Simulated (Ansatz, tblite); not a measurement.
Isomers of Ga4O9H6 (singlet), found by a short tight-binding search and relaxed with r2SCAN-D4/def2-SVP in Ansatz.

The xTB rows come from tblite.

A: It holds 1 O–O bond. B: It holds 1 O–O bond.

Other spin states weren't relaxed.

A:

```xyz
19

Ga    0.4879    1.3800    0.8418
Ga   -0.9111   -0.6481   -1.0862
Ga   -2.3541    0.0133    1.3123
Ga    1.6703   -0.5621   -1.4777
O    -2.6046    0.0908   -0.7169
O     1.3835   -0.4244    1.3130
O     2.2970   -0.9167    0.2823
O    -1.1120    1.2221    1.6742
O    -1.1614   -1.4485    0.7101
O     0.3237    0.7645   -0.8980
O     0.2171   -1.6254   -2.0403
O     1.6057    2.7204    1.1538
O     3.0302   -0.2287   -2.5733
H     0.6587   -1.0909    1.3287
H     1.5156    3.0753    2.0473
H    -1.4112   -2.3850    0.7221
H    -3.6583   -0.3792    2.0212
H     2.8289   -0.4990   -3.4787
H    -2.8057    0.9418   -1.1357
```

B:

```xyz
19

Ga    1.2451    0.4060    2.3320
Ga   -1.0348   -2.2466   -1.9518
Ga   -0.1790    2.5220    1.4977
Ga   -0.6963    0.0412    0.1713
O     1.5250    2.1547    1.9629
O    -1.6826   -1.0069   -0.8482
O    -0.5501    1.8667   -0.3347
O     1.0884   -0.6339    0.5679
O    -1.1414    3.9663    1.8673
O     2.1038   -0.5810   -0.4643
O    -0.6692    0.6383    1.9218
O    -2.1481   -3.4582   -2.5997
O     0.6869   -2.2535   -2.4025
H    -0.3609    2.2674   -1.1917
H     2.5492   -1.4322   -0.3069
H     1.8527   -0.5414    3.3802
H    -2.0588    3.8908    1.5748
H     1.1716   -1.5207   -1.9856
H    -1.7013   -4.0791   -3.1905
```

Question: Estimate their order by electronic energy at PBE0-D4/def2-SVP, counted from the lowest.

Answer: A (0.0) < B (74.1), in kJ/mol.

Question: Do the other levels pick the same lowest one?

Answer: All that were run do. Energies above each level's lowest (kJ/mol):

| level | A | B |
| --- | --- | --- |
| GFN1-xTB | 0.0 | 52.0 |
| GFN2-xTB | 0.0 | 50.4 |
| PBE-D4/def2-SVP | 0.0 | 70.4 |
| r2SCAN-D4/def2-SVP | 0.0 | 75.5 |
| PBE0-D4/def2-SVP | 0.0 | 74.1 |
Point groups (tolerance 0.1 Å): A not assigned, B not assigned. Lower isomers may exist.
